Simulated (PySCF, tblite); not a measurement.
Isomers of C7H8N4, one GFN2-xTB conformer each. Single-point energies are computed at PBE0/pcSseg-1 (PySCF, gas phase, no added dispersion term), electronic only.

| SMILES | GFN2-xTB relative energy (kJ/mol) |
| --- | --- |
| N#Cc1cnn(C2CCC2)n1 | 0.0 |
| Cn1nc(C#N)c(C2CC2)n1 | 15.5 |

Conformers: `[N:1]#[C:2][c:3]1[cH:4][n:5][n:6]([CH:7]2[CH2:8][CH2:9][CH2:10]2)[n:11]1` with N5–N6–C7–C8 -52°, N6–C7–C8–C9 131°, C7–C8–C9–C10 -13°, C8–C9–C10–C7 13°, N6–C7–C10–C9 -131°; `[CH3:1][n:2]1[n:3][c:4]([C:5]#[N:6])[c:7]([CH:8]2[CH2:9][CH2:10]2)[n:11]1` with C4–C7–C8–C9 -145°.

Question: What does PBE0/pcSseg-1 give for the same structures?

Answer: 
```csv
SMILES,PBE0/pcSseg-1 E (Eh),PBE0/pcSseg-1 (kJ/mol),GFN2-xTB (kJ/mol),point group
Cn1nc(C#N)c(C2CC2)n1,-489.87197,0.0,15.5,–
N#Cc1cnn(C2CCC2)n1,-489.87006,5.0,0.0,Cs
```

GFN2-xTB puts N#Cc1cnn(C2CCC2)n1 lowest instead. As drawn, the lower has a three-membered ring, which the higher lacks; the higher has a four-membered ring, which the lower lacks. Neighbours under 10 kJ/mol apart (Cn1nc(C#N)c(C2CC2)n1 and N#Cc1cnn(C2CCC2)n1) can change places with a better method, another conformer or zero-point energy.

Question: Which frontier levels, dipoles and rotational constants go with these structures?

Answer: 
| SMILES | HOMO (eV, PBE0/pcSseg-1) | LUMO (eV) | dipole (D) | A, B, C (MHz) |
| --- | --- | --- | --- | --- |
| Cn1nc(C#N)c(C2CC2)n1 | -7.45 | -1.07 | 4.95 | 1307, 1087, 624.6 |
| N#Cc1cnn(C2CCC2)n1 | -8.02 | -1.18 | 5.21 | 4402, 564.6, 543.1 |

Question: What happens when harmonic zero-point energies from GFN2-xTB frequencies are added?

Answer: 
```tsv
SMILES	ZPE (kJ/mol)	electronic (kJ/mol)	with ZPE (kJ/mol)
Cn1nc(C#N)c(C2CC2)n1	380.2	0.0	0.0
N#Cc1cnn(C2CCC2)n1	385.8	5.0	10.6
```

The zero-point energies span 5.6 kJ/mol. The order is unchanged.
